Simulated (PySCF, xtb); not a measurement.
CrO₂F₂, SMILES [O]=[Cr](=[O])([F])[F], multiplicity 1.

GFN2-xTB in xtb at its own geometry gives an orbital gap of 3.02 eV and a dipole moment of 2.54 D.

Geometry optimised at PBE0-D3(BJ)/def2-SVP. The multiplicity is an assumed one; other spin states were not compared. The isomer is the one that the SMILES or the coordinates give; other isomers of the formula were not compared.

### Question
What does CAM-B3LYP/def2-TZVP (PySCF) give? (The exact figures need the calculation; the answer reports its results.)

### Answer
gap 8.24 eV (levels -12.08 and -3.84 eV), dipole 0.09 D.
